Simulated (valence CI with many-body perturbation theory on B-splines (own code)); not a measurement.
Results of a calculation; reference values are marked as such.
Tc30+: magnetic and hyperfine properties of the levels

Method: configuration interaction combined with many-body perturbation theory (CI+MBPT): three valence electrons over a frozen Dirac-Fock core [Ne], a basis of 11 s, 11 p, 10 d, 8 f, 5 g, 2 h functions for each j, with the one-electron correlation potential Σ1, the two-electron term Σ2, the three-electron term Σ3, Breit, model QED; selected CI, second order for the rest, scaled by the run's own slope (own B-spline code, finite nucleus).

No measured spectrum was set against this ion. As an estimate, large intervals hold to a few tenths of a per cent, small ones and those within an open d or f shell to about a per cent.

A/g_I is the dipole constant over the nuclear g factor μ/I (μ in nuclear magnetons, uniformly magnetised nucleus), B/Q the quadrupole constant per barn. Both hold the static response of the core; the bare values leave it out. Large factors of s and p1/2 electrons are usually good to 5 to 10 %; those of open d and f shells near neutrality can be off by tens of per cent, and small factors of p3/2, d and f electrons come from cancelling terms and can be off by a factor of two or in sign, in half-filled shells by more. B is blank for J = 1/2, where it vanishes, and for nearly pure S terms. Energies count from the lowest level.

Names give the largest LS component (configuration and term), which can be under half, so a name can repeat, a term be missing and a line seem to break the LS rules; names also repeat where a configuration has a term twice. Letters in brackets count levels of one name in rising energy.

| Level | E (cm⁻¹) | g | A/g_I (MHz) | A/g_I bare | B/Q (MHz/b) | B/Q bare |
| --- | --- | --- | --- | --- | --- | --- |
| 3s²3p ²P°_1/2 | 0 | 0.661 | 187000 | 181000 |  |  |
| 3s²3p ²P°_3/2 | 228200 | 1.330 | 33000 | 32800 | 60100 | 58700 |
| 3s3p² ⁴P_1/2 | 562050 | 2.491 | 484000 | 470000 |  |  |
| 3s3p² ⁴P_3/2 | 709450 | 1.700 | 153000 | 149000 | 48700 | 47600 |
| 3s3p² ⁴P_5/2 | 768080 | 1.446 | 169000 | 164000 | 2100 | 2110 |
| 3s3p² ²D_3/2 | 863350 | 0.875 | -5920 | -4960 | 59500 | 58200 |
| 3s3p² ²P_1/2 | 937080 | 1.142 | -32100 | -30100 |  |  |
| 3s3p² ²D_5/2 | 977320 | 1.342 | 132000 | 128000 | 42400 | 41500 |
| 3s²3d ²D_3/2 | 1138800 | 1.043 | -11700 | -9990 | -22500 | -21600 |
| 3s3p² ²S_1/2 | 1166700 | 1.693 | 560000 | 540000 |  |  |
| 3s3p² ²P_3/2 | 1216700 | 1.035 | -43100 | -40500 | -3390 | -3090 |
| 3s²3d ²D_5/2 | 1222000 | 1.202 | 32000 | 31900 | 28900 | 29000 |
| 3p³ ²D°_3/2 | 1469200 | 1.234 | 19000 | 19900 | 48900 | 47800 |
| 3s3p3d ⁴F°_3/2 | 1569100 | 0.555 | -48500 | -46200 | 15500 | 15600 |
| 3s3p3d ⁴F°_5/2 [a] | 1586600 | 1.123 | 121000 | 118000 | -16600 | -15700 |
| 3p³ ⁴S°_3/2 | 1634100 | 1.407 | -23700 | -20700 | -9770 | -9400 |
| 3s3p3d ⁴F°_5/2 [b] | 1635600 | 1.128 | 31500 | 31500 | 685 | 1210 |
| 3s3p3d ⁴F°_7/2 | 1684500 | 1.257 | 101000 | 98800 | 3620 | 4420 |
| 3s3p3d ⁴D°_3/2 | 1702000 | 1.341 | 77800 | 76700 | 11400 | 11300 |
| 3s3p3d ⁴D°_1/2 | 1704300 | 0.289 | -204000 | -196000 |  |  |
| 3s3p3d ⁴P°_5/2 | 1707600 | 1.437 | 98800 | 96800 | 19400 | 19500 |
| 3p³ ²P°_1/2 | 1760300 | 0.658 | 162000 | 156000 |  |  |
| 3s3p3d ²F°_5/2 [a] | 1812100 | 0.931 | 27900 | 27600 | 44600 | 44300 |
| 3s3p3d ⁴F°_9/2 | 1830500 | 1.330 | 81600 | 80000 | 73900 | 73000 |
| 3s3p3d ²D°_3/2 [a] | 1846400 | 0.994 | -32400 | -30400 | 10000 | 9960 |
| 3s3p3d ⁴D°_5/2 | 1867900 | 1.332 | 92400 | 90700 | -2000 | -2170 |
| 3s3p3d ⁴D°_7/2 | 1870500 | 1.375 | 95500 | 93600 | 4830 | 4950 |
| 3s3p3d ⁴P°_1/2 | 1871900 | 2.401 | 311000 | 303000 |  |  |
| 3s3p3d ⁴P°_3/2 [a] | 1872200 | 1.369 | 127000 | 124000 | -15100 | -14900 |
| 3s3p3d ⁴P°_3/2 [b] | 1891000 | 1.405 | -10700 | -8230 | -32000 | -31400 |
| 3s3p3d ²D°_5/2 [a] | 1935900 | 1.288 | 119000 | 116000 | -25200 | -24400 |
| 3s3p3d ²D°_3/2 [b] | 1996900 | 1.031 | -2750 | -1600 | -20000 | -19300 |
| 3s3p3d ²F°_7/2 [a] | 2007600 | 1.143 | 16200 | 16700 | 72900 | 72200 |
| 3s3p3d ²F°_7/2 [b] | 2084500 | 1.164 | 60200 | 59100 | 61100 | 60600 |
| 3s3p3d ²F°_5/2 [b] | 2084900 | 0.907 | -29200 | -27200 | 53300 | 52800 |
| 3s3p3d ²P°_1/2 [a] | 2090100 | 0.637 | -149000 | -143000 |  |  |
| 3s3p3d ²P°_1/2 [b] | 2126200 | 0.661 | 50800 | 49200 |  |  |
| 3s3p3d ²P°_3/2 [a] | 2153500 | 1.269 | 138000 | 134000 | 15500 | 15600 |
| 3s3p3d ²D°_5/2 [b] | 2162000 | 1.142 | -36200 | -33700 | -28800 | -27700 |
| 3s3p3d ²P°_3/2 [b] | 2180600 | 1.097 | 3660 | 4750 | -49700 | -48600 |

(1) Take the isotope of mass number 99, with I = 9/2, μ = 5.678 μN and Q = -0.129 b. What is the hyperfine structure of 3s²3p ²P°_3/2?

Answers

(1) From the table A = 41700 MHz, B = -7750 MHz. Shifts from the centre of gravity in MHz: F = 3: -348000, F = 4: -176000, F = 5: 34500, F = 6: 280000.
